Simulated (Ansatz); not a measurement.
TeF4. Total charge 0; singlet. Geometry B3LYP-D4/def2-SVP.

```xyz
5

Te   -0.225   -0.323    0.431
F     1.578   -0.174    1.165
F    -1.846   -0.210   -0.652
F     0.634   -0.858   -1.178
F    -0.141    1.566    0.234
```

In the def2 sets Te takes a core potential; there is no spin–orbit coupling.

Task: Estimate the orbital energies around the gap (eV) in Ansatz with PBE-D4/def2-TZVP, BLYP-D4/def2-TZVP, r2SCAN-D4/def2-TZVP, PBE0-D4/def2-SVP, ωB97M-V/def2-TZVP.

Result: 
| orbital | PBE-D4/def2-TZVP | BLYP-D4/def2-TZVP | r2SCAN-D4/def2-TZVP | PBE0-D4/def2-SVP | ωB97M-V/def2-TZVP |
| --- | --- | --- | --- | --- | --- |
| HOMO−5 | -10.62 | -10.54 | -11.21 | -12.44 | -15.32 |
| HOMO−4 | -9.98 | -9.89 | -10.49 | -11.55 | -14.53 |
| HOMO−3 | -9.87 | -9.78 | -10.38 | -11.47 | -14.49 |
| HOMO−2 | -9.59 | -9.51 | -10.12 | -11.33 | -14.22 |
| HOMO−1 | -9.47 | -9.38 | -10.01 | -11.21 | -14.09 |
| HOMO | -8.76 | -8.69 | -9.16 | -10.01 | -12.59 |
| LUMO | -4.04 | -3.98 | -4.01 | -3.12 | -1.31 |
| LUMO+1 | -2.86 | -2.81 | -2.63 | -1.76 | 0.16 |
| LUMO+2 | -1.65 | -1.58 | -1.36 | -0.29 | 1.15 |
| LUMO+3 | 2.60 | 2.56 | 3.71 | 5.61 | 4.49 |
| LUMO+4 | 2.97 | 2.92 | 3.84 | 7.65 | 4.77 |
| LUMO+5 | 3.50 | 3.46 | 4.36 | 7.94 | 5.73 |
